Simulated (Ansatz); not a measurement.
Gas-phase electronic energies from Ansatz, PBE0-D4/def2-TZVP geometries. CCSD(T)/CBS adds triple-zeta CCSD(T) − MP2 to the extrapolated MP2 energy (def2 sets, frozen cores). Functionals use def2-TZVPP. For Br outer-core shells are correlated without core-valence functions, which leaves a few kJ/mol of doubt a bond. Scalar relativity is left out up to krypton. One conformer a species, not always the lowest.

Reaction (cleavage of the Si–Si bond): `B[SiH](O)[SiH3]` + `CO[SiH](O)Br` → `CO[SiH](Br)O[SiH3]` + `B[SiH2]O`

| species | PBE0 energy (Eh) |
| --- | --- |
| `B[SiH](O)[SiH3]` | -682.95679 |
| `CO[SiH](O)Br` | -3054.81589 |
| `CO[SiH](Br)O[SiH3]` | -3345.42923 |
| `B[SiH2]O` | -392.37353 |

Work out ΔE.

ΔE = (-3345.42923) + (-392.37353) − (-682.95679) − (-3054.81589) = -0.03008 Eh = -0.82 eV. CCSD(T)/CBS gives -1.05 eV.

Largest T1 diagnostic among the species: 0.014.

In def2-TZVPP, CCSD(T) changes the Hartree–Fock value by +0.32 eV (the triples alone add +0.05 eV) and MP2 by +0.24 eV. From PBE to PBE0 (25 % exact exchange), in def2-TZVPP and without D4, ΔE moves by −0.12 eV.
